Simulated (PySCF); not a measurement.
Isomers of C8H8S, one conformer each; single-point electronic energies without zero-point terms and without any empirical dispersion term.

All values: PBE0/pcSseg-1 (PySCF, non-relativistic), each on one gas-phase PBE0-D3(BJ)/def2-SVP geometry that isn't relaxed in the solvent. The solvent is an IEF-PCM continuum (van der Waals radii × 1.2). Specific hydrogen bonds and non-electrostatic terms are outside this model.

```json
{"isomer": "`C=Cc1ccccc1S`", "relative energy, gas (kcal/mol)": "0.0", "dipole (D)": "1.31"}
{"isomer": "`C=CSc1ccccc1`", "relative energy, gas (kcal/mol)": "3.0", "dipole (D)": "1.60"}
{"isomer": "`CC(=S)[C@@]12[C@@H]3[C@H]4[C@@H]3[C@@H]1[C@H]42`", "relative energy, gas (kcal/mol)": "93.0", "dipole (D)": "3.81"}
{"isomer": "`S[C@]12[C@H]3[C@@H]4C5[C@H]3[C@H]1[C@@H]5[C@@H]42`", "relative energy, gas (kcal/mol)": "95.8", "dipole (D)": "1.67"}
```

**Question.** How do the relative energies look in chloroform (ε = 4.711)?

**Answer.** 
| isomer | relative energy, solvent (kcal/mol) | E(solvent) − E(gas) (kcal/mol) | dipole in solvent (D) |
| --- | --- | --- | --- |
| `C=Cc1ccccc1S` | 0.0 | -3.3 | 1.65 |
| `C=CSc1ccccc1` | 3.3 | -3.0 | 1.97 |
| `CC(=S)[C@@]12[C@@H]3[C@H]4[C@@H]3[C@@H]1[C@H]42` | 92.4 | -3.9 | 5.08 |
| `S[C@]12[C@H]3[C@@H]4C5[C@H]3[C@H]1[C@@H]5[C@@H]42` | 96.9 | -2.2 | 2.05 |

The order is unchanged. Conformers: `[CH2:1]=[CH:2][c:3]1[cH:4][cH:5][cH:6][cH:7][c:8]1[SH:9]` with C1–C2–C3–C4 35°, C7–C8–S9–H -139°; `[CH2:1]=[CH:2][S:3][c:4]1[cH:5][cH:6][cH:7][cH:8][cH:9]1` with C1–C2–S3–C4 0°, C2–S3–C4–C5 92°; `[CH3:1][C:2](=[S:3])[C@@:4]12[C@@H:5]3[C@H:6]4[C@@H:7]3[C@@H:8]1[C@@H:9]24` with C1–C2–C4–C5 0°; `[SH:1][C@:2]12[C@H:3]3[C@@H:4]4[C@@H:5]5[C@H:6]3[C@H:7]1[C@@H:8]5[C@H:9]24` with H–S1–C2–C3 63°. `CC(=S)[C@@]12[C@@H]3[C@H]4[C@@H]3[C@@H]1[C@H]42` gains most from the continuum, and it has the largest gas-phase dipole. The gains span 1.7 kcal/mol, the gas-phase energies 95.8 kcal/mol.
